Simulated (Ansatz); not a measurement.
Series SnH3X: PBE-D4/def2-SVP single points in Ansatz on relaxed structures, gas phase. Core potentials for Sn, no spin–orbit coupling. Binding counts from free atoms in the multiplicity of their measured ground term, without zero-point energy. The structures are stationary points that may keep the symmetry of their start.

```
                  species  atoms    state             geometry  HOMO (eV)  LUMO (eV)  gap (eV)  binding per atom (eV)  point group (within 0.1 Å)
      Sn(GeH3)H3 (SnGeH6)      8  singlet  r2SCAN-D4/def2-TZVP      -6.88      -0.72      6.16                   2.39                          C3
       Sn(SMe)H3 (CH6SSn)      9  singlet   r2SCAN-D4/def2-SVP      -5.34      -1.11      4.23                   3.06                           –
     Sn(vinyl)H3 (C2H6Sn)      9  singlet  r2SCAN-D4/def2-TZVP      -6.68      -1.27      5.41                   3.42                           –
       Sn(OMe)H3 (CH6OSn)      9  singlet  r2SCAN-D4/def2-TZVP      -5.71      -0.89      4.81                   3.20                          Cs
      SnH3(NHMe) (CH7NSn)     10  singlet    B3LYP-D4/def2-SVP      -4.85      -0.55      4.30                   3.16                           –
          SnEtH3 (C2H8Sn)     11  singlet     PBE0-D4/def2-SVP      -6.61      -0.02      6.58                   3.38                           –
Sn(eta1-allyl)H3 (C3H8Sn)     12  singlet      PBE-D4/def2-SVP      -5.71      -0.97      4.75                   3.68                           –
      Sn(OEt)H3 (C2H8OSn)     12  singlet    B3LYP-D4/def2-SVP      -5.64      -1.00      4.64                   3.51                           –
     SnH3(NHEt) (C2H9NSn)     13  singlet      PBE-D4/def2-SVP      -4.96      -0.60      4.36                   3.45                           –
          SnPhH3 (C6H8Sn)     15  singlet   r2SCAN-D4/def2-SVP      -6.30      -1.35      4.95                   4.54                           –
   Sn(NMeEt)H3 (C3H11NSn)     16  singlet   r2SCAN-D4/def2-SVP      -4.52      -0.48      4.04                   3.61                           –
      SnH3(nBu) (C4H12Sn)     17  singlet      PBE-D4/def2-SVP      -6.57      -0.14      6.42                   3.73                           –
SnH3(OSiMe3) (C3H12OSiSn)     18  singlet     PBE0-D4/def2-SVP      -6.10      -0.98      5.12                   3.71                           –
    SnH3(NEt2) (C4H13NSn)     19  singlet     PBE0-D4/def2-SVP      -4.47      -0.47      4.01                   3.73                           –
```

The gap (eV) runs from 4.01 (SnH3(NEt2)) to 6.58 (SnEtH3).
